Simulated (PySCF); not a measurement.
The potential of point charges around `C[Si@@]1(COC=O)CO[SiH2]O1`

Species: `[Si@@]1(CO[SiH2]O1)(COC=O)C`. Coordinates (GFN2-xTB, Å) and charges (e) from the PBE0/pcSseg-1 density (PySCF):

```csv
atom,x,y,z,Mulliken,IAO,Hirshfeld,ESP-fitted
C1,-0.028,1.654,-1.322,-0.6096,-0.7303,-0.2250,-0.6840
Si2,0.073,0.213,-0.086,+1.0553,+1.2044,+0.4067,+0.9859
C3,-1.329,0.156,1.228,-0.2636,-0.3719,-0.0852,-0.0932
O4,-2.648,-0.014,0.696,-0.4120,-0.2971,-0.0838,-0.4026
C5,-2.745,-0.410,-0.533,+0.4651,+0.4098,+0.1976,+0.6446
O6,-1.835,-0.632,-1.290,-0.4624,-0.4416,-0.1813,-0.5924
C7,0.843,-1.440,-0.700,-0.1948,-0.3393,-0.0959,-0.0166
O8,2.182,-1.483,-0.248,-0.6316,-0.6598,-0.2494,-0.5338
Si9,2.692,-0.291,0.732,+1.0030,+1.2183,+0.4494,+0.8616
O10,1.334,0.600,0.909,-0.7599,-0.9070,-0.3293,-0.7226
H11,-0.016,2.602,-0.792,+0.1420,+0.1565,+0.0407,+0.1531
H12,0.831,1.646,-1.986,+0.1414,+0.1598,+0.0457,+0.1614
H13,-0.922,1.617,-1.934,+0.1372,+0.1554,+0.0284,+0.1581
H14,-1.170,-0.652,1.946,+0.1572,+0.1650,+0.0517,+0.0904
H15,-1.354,1.090,1.789,+0.1564,+0.1750,+0.0546,+0.1120
H16,-3.801,-0.527,-0.820,+0.1263,+0.1479,+0.0726,+0.0486
H17,0.850,-1.515,-1.789,+0.1362,+0.1532,+0.0375,+0.0693
H18,0.329,-2.328,-0.320,+0.1224,+0.1424,+0.0318,+0.0522
H19,3.686,0.525,0.054,-0.1554,-0.1725,-0.0834,-0.1426
H20,3.023,-0.801,2.051,-0.1531,-0.1683,-0.0837,-0.1494
```

Points outside the species (Å): A (1.6, 3.1, -8.9); B (-2.6, -3.7, 1.4); C (-0.6, 7.5, -5.8); D (-7.6, 0.9, -1.2); E (4.3, 0.9, 4.7).

Question: Find the potential V = 14.3996 V·Å × Σ q/r of each set of charges at these points.

Answer: In volts:

```
point  nearest atom  distance (Å)  Mulliken     IAO  Hirshfeld  ESP-fitted
    A           H12          7.11    -0.006  -0.033     -0.033      -0.022
    B           H14          3.41    +0.169  +0.189     +0.193      +0.242
    C           H11          7.03    +0.015  -0.012     -0.014      +0.003
    D           H16          4.08    +0.209  +0.260     +0.216      +0.215
    E           H20          3.40    -0.045  -0.002     -0.088      -0.094
```

Question: How far are the other sets from the ESP-fitted one at these points?

Answer: Root-mean-square difference: Hirshfeld 0.024 V, Mulliken 0.041 V, IAO 0.052 V. The ESP scheme fits charges at the nuclei, held to the total charge, to the electrostatic potential on points at 1.4 to 2.0 times the van der Waals radii.

Question: What energy would a point charge of +3 e have at B in the field of the ESP charges, leaving out polarisation?

Answer: +0.727 eV = +70.2 kJ/mol, a repulsion.

One conformer (not necessarily the lowest) at the GFN2-xTB geometry, without solvent, vibrations or thermal averaging.
